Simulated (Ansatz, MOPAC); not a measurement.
Stepwise substitution at one centre (Si CH3-OCH3). Isolated molecules, 0 K electronic values unless said otherwise. One relaxed conformer stands for each flexible species; it need not be the lowest. Strings in code marks are SMILES.

Quantity: redistribution energy (mixed species minus the weighted end members), in kJ/mol. Semi-empirical values (MOPAC) are differences of heats of formation.

Level 1: frozen-core MP2/cc-pVDZ // PBE-D3(BJ)/def2-SVP (Ansatz, an electronic-structure program)
Level 2: HF/cc-pVDZ // PBE-D3(BJ)/def2-SVP (Ansatz)
Level 3: AM1 // PBE-D3(BJ)/def2-SVP (MOPAC)
Level 4: PM6 // PBE-D3(BJ)/def2-SVP (MOPAC)

| species | level 1 | level 2 | level 3 | level 4 |
|---|---|---|---|---|
| 2 of 4 CH3 replaced by OCH3: `C[Si](OC)(C)OC` (C–O–Si–O torsion -56°, O–Si–O–C torsion 174°) | 9.31 | 9.21 | (withheld) | -3.70 |
| 3 of 4 CH3 replaced by OCH3: `CO[Si](C)(OC)OC` | 1.94 | (withheld) | 7.74 | (withheld) |
| 1 of 4 CH3 replaced by OCH3: `CO[Si](C)(C)C` (C–O–Si–C torsion 61°) | 7.28 | 7.38 | 10.44 | -2.09 |

**Question.** Fill in the missing entries.

**Answer.** 
- 2 of 4 CH3 replaced by OCH3: `C[Si](OC)(C)OC` (C–O–Si–O torsion -56°, O–Si–O–C torsion 174°), level 3: 16.31
- 3 of 4 CH3 replaced by OCH3: `CO[Si](C)(OC)OC`, level 2: 2.30
- 3 of 4 CH3 replaced by OCH3: `CO[Si](C)(OC)OC`, level 4: -9.96
